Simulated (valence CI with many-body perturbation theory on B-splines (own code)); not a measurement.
E1 line list for Ta XLIII

Computed by configuration interaction combined with many-body perturbation theory (CI+MBPT): three valence electrons over a frozen Dirac-Fock core [Ar] 3d10, a basis of 11 s, 11 p, 9 d, 7 f, 5 g, 2 h, 1 i functions for each j, with the one-electron correlation potential Σ1 (screened to all orders), the two-electron term Σ2, the three-electron term Σ3, Breit, model QED; selected single and double excitations, second order for the rest (own B-spline code, finite nucleus).

No measured spectrum was set against this ion. As an estimate, large intervals hold to a few tenths of a per cent, small ones and those within an open d or f shell to about a per cent.

Lines 201 to 250 of 275 in falling wavelength, among levels below 562.10 eV, chosen from the strongest by gf and those to the six lowest levels. Wavelengths and rates use the calculated energies. Electric multipoles are in the length gauge, E1 and E2 with the static RPA response of the core. Weak lines are less certain than strong ones. Lines between different terms over intervals too small for the method are left out, as are lines whose strength nearly cancels. The highest levels of a list are the least certain.

Levels are named by their leading jj configuration (3d3/2^4 stands for four electrons in 3d with j = 3/2), which in mixed levels can hold well under half, so a name can repeat and another be missing. Letters in brackets count levels of one name in rising energy.

```csv
λ vac (nm),Upper,Lower,A (s⁻¹),S (a.u.)
4.981,(4s 4p1/2 4d3/2) J=3/2 [b],(4s 4p1/2^2) J=1/2,1.13e+12,2.75e-01
4.973,(4s 4p3/2 4d3/2) J=1/2 [b],(4s 4p1/2 4p3/2) J=1/2,7.94e+11,9.64e-02
4.970,(4s 4p3/2 4d3/2) J=3/2 [a],(4s 4p1/2 4p3/2) J=3/2 [a],6.94e+11,1.68e-01
4.969,(4s 4p3/2 4d3/2) J=1/2 [a],(4s 4p1/2 4p3/2) J=3/2 [a],7.94e+11,9.62e-02
4.963,(4p1/2 4p3/2 4d3/2) J=5/2 [b],(4p1/2^2 4p3/2) J=3/2,4.96e+11,1.79e-01
4.962,(4s 4p3/2 4d5/2) J=5/2 [a],(4s 4p1/2 4p3/2) J=3/2 [b],3.88e+09,1.40e-03
4.958,(4s 4p3/2 4d5/2) J=3/2 [a],(4s 4p1/2 4p3/2) J=1/2,1.28e+11,3.08e-02
4.922,(4s 4p3/2 4d3/2) J=1/2 [b],(4s 4p1/2 4p3/2) J=3/2 [b],4.73e+10,5.57e-03
4.910,(4s^2 4f5/2) J=5/2,(4s 4p1/2 4p3/2) J=3/2 [a],4.74e+10,1.66e-02
4.908,(4s 4p3/2 4d5/2) J=3/2 [a],(4s 4p1/2 4p3/2) J=3/2 [b],1.09e+11,2.56e-02
4.896,(4s^2 4f7/2) J=7/2,(4s 4p1/2 4p3/2) J=5/2,8.07e+10,3.74e-02
4.872,(4s 4p3/2 4d3/2) J=3/2 [b],(4s 4p1/2 4p3/2) J=5/2,1.29e+09,2.95e-04
4.828,(4p1/2 4p3/2 4d5/2) J=5/2 [a],(4p1/2^2 4p3/2) J=3/2,4.89e+10,1.63e-02
4.806,(4s 4p3/2 4d3/2) J=5/2 [b],(4s 4p1/2 4p3/2) J=3/2 [b],5.03e+11,1.65e-01
4.741,(4s 4p3/2 4d5/2) J=5/2 [a],(4s 4p1/2 4p3/2) J=5/2,7.00e+09,2.21e-03
4.721,(4s 4p3/2 4d3/2) J=3/2 [b],(4s 4p1/2 4p3/2) J=3/2 [a],1.12e+09,2.33e-04
4.692,(4s 4p3/2 4d5/2) J=3/2 [a],(4s 4p1/2 4p3/2) J=5/2,1.99e+08,4.06e-05
4.689,(4s 4p1/2 4d5/2) J=3/2,(4s 4p1/2^2) J=1/2,6.89e+10,1.40e-02
4.623,(4s 4p3/2 4d5/2) J=1/2,(4s 4p1/2 4p3/2) J=3/2 [b],2.84e+10,2.77e-03
4.617,(4s 4p3/2 4d5/2) J=7/2 [a],(4s 4p1/2 4p3/2) J=5/2,1.27e+11,4.93e-02
4.599,(4s 4p3/2 4d3/2) J=5/2 [b],(4s 4p1/2 4p3/2) J=5/2,6.32e+09,1.82e-03
4.598,(4s 4p3/2 4d5/2) J=5/2 [a],(4s 4p1/2 4p3/2) J=3/2 [a],2.44e+08,7.03e-05
4.564,(4s 4p3/2 4d3/2) J=1/2 [b],(4s 4p1/2 4p3/2) J=3/2 [a],3.99e+08,3.75e-05
4.560,(4s 4p3/2 4d5/2) J=3/2 [b],(4s 4p1/2 4p3/2) J=3/2 [b],5.35e+07,1.00e-05
4.556,(4p1/2 4p3/2 4d5/2) J=5/2 [b],(4p1/2^2 4p3/2) J=3/2,1.05e+11,2.94e-02
4.551,(4s 4p3/2 4d5/2) J=3/2 [a],(4s 4p1/2 4p3/2) J=3/2 [a],4.49e+09,8.35e-04
4.493,(4s 4p3/2 4d5/2) J=5/2 [b],(4s 4p1/2 4p3/2) J=3/2 [b],1.25e+08,3.37e-05
4.464,(4s 4p3/2 4d3/2) J=5/2 [b],(4s 4p1/2 4p3/2) J=3/2 [a],7.22e+08,1.90e-04
4.426,(4s 4p3/2 4d5/2) J=7/2 [b],(4s 4p1/2 4p3/2) J=5/2,1.44e+10,4.93e-03
4.373,(4s 4p3/2 4d5/2) J=3/2 [b],(4s 4p1/2 4p3/2) J=5/2,3.45e+09,5.69e-04
4.330,(4s 4p3/2^2) J=1/2,(4s^2 4p1/2) J=1/2,4.84e+09,3.87e-04
4.325,(4p1/2 4p3/2^2) J=3/2,(4s 4p1/2^2) J=1/2,5.01e+10,8.00e-03
4.311,(4s 4p3/2 4d5/2) J=5/2 [b],(4s 4p1/2 4p3/2) J=5/2,1.18e+10,2.80e-03
4.305,(4s 4p3/2 4d5/2) J=1/2,(4s 4p1/2 4p3/2) J=3/2 [a],2.93e+09,2.31e-04
4.277,(4p1/2 4p3/2^2) J=1/2,(4s 4p1/2^2) J=1/2,3.99e+09,3.08e-04
4.275,(4s 4p3/2^2) J=3/2,(4s^2 4p1/2) J=1/2,7.04e+09,1.09e-03
4.272,(4p3/2^3) J=3/2,(4s 4p1/2 4p3/2) J=3/2 [b],8.19e+09,1.26e-03
4.251,(4s 4p3/2 4d5/2) J=3/2 [b],(4s 4p1/2 4p3/2) J=3/2 [a],3.49e+09,5.29e-04
4.192,(4s 4p3/2 4d5/2) J=5/2 [b],(4s 4p1/2 4p3/2) J=3/2 [a],1.09e+10,2.37e-03
4.107,(4p3/2^3) J=3/2,(4s 4p1/2 4p3/2) J=5/2,3.60e+09,4.92e-04
3.999,(4p3/2^3) J=3/2,(4s 4p1/2 4p3/2) J=3/2 [a],1.59e+09,2.01e-04
3.780,(4s 4p3/2 4d3/2) J=3/2 [a],(4s 4p1/2^2) J=1/2,3.05e+08,3.25e-05
3.780,(4s 4p3/2 4d3/2) J=1/2 [a],(4s 4p1/2^2) J=1/2,3.65e+07,1.94e-06
3.634,(4s 4p3/2 4d3/2) J=3/2 [b],(4s 4p1/2^2) J=1/2,4.16e+08,3.94e-05
3.622,(4p1/2^2 4d3/2) J=3/2,(4s^2 4p3/2) J=3/2,1.05e+07,9.84e-07
3.540,(4s 4p3/2 4d3/2) J=1/2 [b],(4s 4p1/2^2) J=1/2,8.20e+07,3.59e-06
3.533,(4s 4p3/2 4d5/2) J=3/2 [a],(4s 4p1/2^2) J=1/2,3.44e+08,3.00e-05
3.383,(4s 4p3/2 4d5/2) J=1/2,(4s 4p1/2^2) J=1/2,2.93e+09,1.12e-04
3.378,(4p1/2^2 4d5/2) J=5/2,(4s^2 4p3/2) J=3/2,1.80e+07,2.05e-06
3.349,(4s 4p3/2 4d5/2) J=3/2 [b],(4s 4p1/2^2) J=1/2,1.07e+09,7.92e-05
```
